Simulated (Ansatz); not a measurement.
Wavefunction ladder for C₂H₅AlOS (`C=[C](S)[AlH][OH]`)

```xyz
10

C    -0.761    0.620    1.415
C    -0.785    0.038    0.210
S    -2.317   -0.435   -0.516
Al    0.858   -0.296   -0.758
O     2.292    0.185    0.002
H     0.184    0.910    1.860
H    -1.657    0.828    1.998
H    -1.823   -0.944   -1.657
H     0.845   -0.983   -2.185
H     3.164    0.076   -0.370
```

The species carries charge 0 and has multiplicity 1. The geometry is a stationary point of PBE0-D4/def2-TZVP. It is one conformer, not always the lowest. Frozen core, restricted reference, Ansatz 0.2.0. CBS rows extrapolate triple and quadruple zeta; past MP2 they add the triple-zeta difference.

```
     basis     HF (Eh)  MP2 corr.
  def2-SVP  -792.66700   -0.64516
def2-TZVPP  -793.07846   -0.81771
def2-QZVPP  -793.10430   -0.87991
```

(1) Estimate the CCSD correlation energy and the (T) correction in each basis where they were run (hartree).

## Answers

(1) 
| basis | CCSD corr. | (T) |
| --- | --- | --- |
| def2-SVP | -0.69275 | -0.02166 |
| def2-TZVPP | -0.85818 | -0.03789 |
| CBS(def2) | -0.96646 | as TZ |
